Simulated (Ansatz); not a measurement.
A nudged elastic band was laid between two geometries of BClFH3O (7 atoms, charge 0, multiplicity 1).

These are results of RKS PBE0-D4/def2-SVP (Ansatz 0.2.0), not measurements.

| Property | Result |
| --- | --- |
| movable images | 5 |
| climbing image | yes |
| spring | 5.0 eV/Å² |
| optimiser | quadratic models (default) |
| start path | through a guess of the saddle point |
| force threshold | 0.05 eV/Å |
| iteration limit | 60 |
| end points | relaxed |

Image 0:

```xyz
7
Properties=species:S:1:pos:R:3
B 0.023 0.054 0.154
F -0.133 -0.693 1.280
Cl 1.626 -0.217 -0.704
H -0.937 0.180 -0.567
O 0.287 1.587 0.817
H 1.231 1.748 0.639
H 0.201 1.467 1.776
```

Image 6:

```xyz
7
Properties=species:S:1:pos:R:3
B 0.261 0.510 -0.370
F -0.314 -0.220 2.405
Cl 1.671 -0.188 -1.153
H -0.841 0.121 -0.634
O 0.410 1.519 0.522
H 1.332 1.782 0.646
H -0.221 0.602 1.979
```

(1) What changes between the two ends?

(2) What energy profile does the band end with?

(3) What is the geometry of the highest image?

(4) What are the harmonic wavenumbers there?

Answers

(1) Bonds broken: B1–F2, O5–H7. Bonds formed: F2–H7. BClFH3O becomes BClH2O + FH.

(2) The forces met the threshold. The highest image is number 3 of 0 to 6, 22.1 kcal/mol above the first end and 12.2 kcal/mol above the last; the last end lies 9.9 kcal/mol above the first. A vibrational analysis at the climbing image gives one clearly imaginary mode, 881i cm⁻¹: a first-order saddle point. The orbitals stay closed-shell, which can raise the energy where a bond breaks towards radicals; this wasn't checked here.

| image | path coordinate (Å) | energy (kcal/mol) | B1–F2 (Å) | O5–H7 (Å) | F2–H7 (Å) |
| --- | --- | --- | --- | --- | --- |
| 0 | 0.00 | 0.0 | 1.36 | 0.97 | 2.24 |
| 1 | 0.33 | 2.1 | 1.38 | 0.98 | 1.85 |
| 2 | 0.66 | 11.7 | 1.48 | 1.05 | 1.44 |
| 3 | 1.00 | 22.1 | 1.66 | 1.30 | 1.10 |
| 4 | 1.47 | 14.1 | 2.14 | 1.69 | 0.95 |
| 5 | 1.94 | 10.4 | 2.63 | 1.87 | 0.93 |
| 6 | 2.42 | 9.9 | 2.93 | 1.83 | 0.93 |

(3) 
```xyz
7
Properties=species:S:1:pos:R:3
B 0.108 0.327 0.033
F -0.121 -0.320 1.544
Cl 1.603 -0.346 -0.679
H -0.929 0.195 -0.555
O 0.307 1.623 0.723
H 1.233 1.898 0.668
H 0.096 0.751 1.661
```

(4) 881i, 259, 343, 499, 646, 738, 806, 949, 986, 1141, 1195, 1232, 2067, 2711, 3848 cm⁻¹.

Run time: 3 min on 1 thread of Arm Neoverse V1, with other jobs on the host, peak memory 0.15 GiB.
